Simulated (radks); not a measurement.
Valence configurations of Ba II (all share [Xe]). Method: scalar-relativistic Kohn-Sham, LDA (Slater exchange, Perdew-Wang correlation), spin-polarised, spherical densities, finite nucleus; open shells are filled with parallel spins first (spin-orbit coupling, left out, can overturn this in heavy ions); Fermi nuclear charge, rms radius 4.8378 fm; computed with a radial shooting solver on a logarithmic mesh with Libxc functionals. Energies are relative to 6s1; eigenvalues in eV for spin up.

\begin{tabular}{lrrrrrr}
valence & E (eV) & moment (Bohr magnetons) & e(4f) & e(5d) & e(6p) & e(6s) \\ \hline
6s1 & 0.000 & 1 & - & - & - & -8.063 \\
6p1 & 2.726 & 1 & - & - & -5.863 & - \\
5d1 & 0.759 & 1 & - & -6.295 & - & - \\
4f1 & 4.871 & 1 & -2.258 & - & - & - \\
4f0.5 6s0.5 & 2.293 & 1 & -2.438 & - & - & -7.507 \\
6s0.5 6p0.5 & 1.366 & 1 & - & - & -5.613 & -8.336 \\
\end{tabular}

NIST lists [Xe] 6s1 as the ground configuration; this level of theory agrees among the configurations tried. The energies are those of spherical high-spin densities, not of single terms.
